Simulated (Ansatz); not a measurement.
`N#C[Si](F)(Cl)Cl` + HI → `F[Si](Cl)(Cl)I` + `C#N` at 700 K and 1 bar (ligand exchange at the Si–C bond).

Computed with Ansatz on PBE0-D4/def2-TZVP structures; ΔE is electronic, products minus reactants. CCSD(T)/CBS adds triple-zeta CCSD(T) − MP2 to the extrapolated MP2 energy (def2 sets, frozen cores). This one scheme is used for every species. Elements past krypton have def2 core potentials. For I outer-core shells are correlated without core-valence functions, which leaves a few kJ/mol of doubt a bond.

| species | CCSD(T)/CBS energy (Eh) | H − E (kJ/mol) | S (J/(mol·K)) |
| --- | --- | --- | --- |
| `N#C[Si](F)(Cl)Cl` | -1401.34551 | 106.6 | 450.6 |
| HI | -298.03592 | 34.6 | 231.7 |
| `F[Si](Cl)(Cl)I` | -1606.08071 | 79.4 | 444.6 |
| `C#N` | -93.32098 | 68.7 | 235.2 |

H − E and S are ideal-gas, rigid-rotor, harmonic terms from PBE0-D4/def2-TZVP. 1 Eh = 2625.50 kJ/mol, R = 8.31446 J/(mol·K).

Q: By hand: ΔE, ΔH, ΔS and ΔG.

A: ΔE = (-1606.08071) + (-93.32098) − (-1401.34551) − (-298.03592) = -0.02026 Eh = -53.2 kJ/mol. Δ(H − E) = 79.4 + 68.7 − 106.6 − 34.6 = 6.9, so ΔH = -46.3 kJ/mol. ΔS = 444.6 + 235.2 − 450.6 − 231.7 = -2.5 J/(mol·K). ΔG = -46.3 − 700 × (-2.5)/1000 = -44.5 kJ/mol.

Q: By hand: the equilibrium constant, and the temperature at which ΔG would vanish if ΔH and ΔS stayed fixed.

A: log₁₀ K = −ΔG/(RT ln 10) = 3.3. ΔG = 0 at ΔH/ΔS = 18520 K, far beyond where these terms or the molecules hold.

The number of gas molecules stays the same, so ΔS is small and ΔH decides. A doubt of 5 kJ/mol in ΔE shifts log₁₀ K by 0.4 here. These are equilibria of isolated gas molecules and say nothing of rates. Largest T1 diagnostic: 0.014 (customary marks: 0.02 for closed shells, 0.045 for open ones).
